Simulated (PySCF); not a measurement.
**Worked example: dipole moment from atomic charges**

Al(F)(GeH3)(H) (AlFGeH4), SMILES [AlH]([GeH3])[F]. Atoms are numbered in the order given.

```xyz
7

Al    -0.0691     0.1759    -1.3848
F      1.2254     1.1011    -1.8992
Ge    -0.2539    -0.3288     1.0273
H     -0.1548    -1.8523     1.2815
H      0.8379     0.3558     1.8767
H     -1.6277     0.1163     1.5833
H     -1.0626    -0.2937    -2.5210
```
Charge 0, spin multiplicity 1.

Geometry optimised at B3LYP-D3(BJ)/def2-SVP.

Charges (e) from CAM-B3LYP/def2-TZVPD (PySCF):

```tsv
atom	ESP fit	IAO
Al1	0.951	0.956
F2	-0.450	-0.576
Ge3	-0.264	0.043
H4	0.009	-0.070
H5	0.030	-0.067
H6	0.007	-0.070
H7	-0.284	-0.216
```

The dipole moment of the full density is 1.37 D.

**Question.** What dipole moment does each set of point charges give, and which comes closer to that of the density?

**Answer.** 
μ = Σ q r, and 1 e Å = 4.8032 D.
ESP fit: Σ q r = (-0.236, -0.163, 0.061) e Å, |μ| = 1.41 D.
IAO: Σ q r = (-0.485, -0.319, 0.033) e Å, |μ| = 2.79 D.
ESP fit comes closer in size. Point charges leave out the atoms' own dipoles (lone pairs, polarised bonds); fits to the potential absorb them, partitions of the density don't.
